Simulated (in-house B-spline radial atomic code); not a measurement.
Atomic self-consistent-field run: Ni3+. Method: Dirac-Kohn-Sham LDA VWN5, spherical fractional occupations, Fermi nucleus of rms radius 3.7757 fm, inside a hard spherical wall at 3.49 bohr. Calculated with a radial B-spline atomic code at the basis-set limit.

Command:
```bash
python run_scf.py task.json out
```
Settings (nuclear radius in fm, mass in u):
```
Z                28
configuration    [Ar] 3d7
hamiltonian      dirac
method           lda,vwn
spin_polarised   False
nucleus          fermi
rms_radius       3.7757
atomic_mass      57.93534
speed_of_light   137.035999084
wall_radius      3.49
```

Output (hartree, bohr):
```
 radial grid: 62 intervals, B-splines of order 8, outer radius 3.49 bohr

 iter        energy (Eh)    residual
    1       -1504.537508    4.93e-01
    2       -1507.056725    6.60e-01
    3       -1515.524121    7.22e-02
    4       -1515.696779    2.32e-02
    5       -1515.703079    6.74e-03
    6       -1515.703676    3.56e-03
    7       -1515.704065    4.30e-04
    8       -1515.704069    1.22e-05
    9       -1515.704069    1.28e-07

 total energy                     -1515.70407
 kinetic                            1539.7534
 electron-nucleus                  -3608.4847
 Hartree                             612.7215
 exchange-correlation                -59.6942

 first-order corrections (not in the total)
   Gaunt                             0.6606
   retardation                      -0.0598
   frequency dependence             -0.0018
   self-energy                       0.4393
   Uehling                          -0.0388
   Wichmann-Kroll                    0.0003

 orbital      occ     eigenvalue          <r>       <r^2>       <1/r>       <r^4>     <1/r^2>       r_max    small
 1s1/2      2.000      -302.5572    0.0541728  0.00394709      28.047 4.00516e-05     1617.47     0.03546  1.02e-02
 2s1/2      2.000       -37.4654     0.245234   0.0710382      6.0849  0.00879056     157.709       0.205  1.90e-03
 2p1/2      2.000       -32.9097     0.213321   0.0559689     6.04464  0.00636983     51.4172       0.163  1.89e-03
 2p3/2      4.000       -32.2687     0.216551   0.0575429     5.91922  0.00669777     48.0768      0.1657  1.86e-03
 3s1/2      2.000        -5.4999     0.737064    0.627076     1.93337    0.635616     24.3214       0.639  4.25e-04
 3p1/2      2.000        -4.1070     0.764033    0.687462     1.81012    0.820204     7.49379      0.6397  3.84e-04
 3p3/2      4.000        -4.0239     0.773695    0.704791     1.78059    0.861726     7.01376      0.6474  3.76e-04
 3d3/2      2.800        -1.7329     0.886556    0.987237     1.46647     2.10276     2.89326       0.615  2.69e-04
 3d5/2      4.200        -1.7228     0.890485    0.995648     1.45936     2.13502      2.8621      0.6176  2.67e-04
```

Run time, properties included: 0.36 s on 1 thread of Intel(R) Xeon(R) Platinum 8559C, with other jobs on the host.

For the Dirac Hamiltonian the kinetic term is c α·p + (β - 1)c².
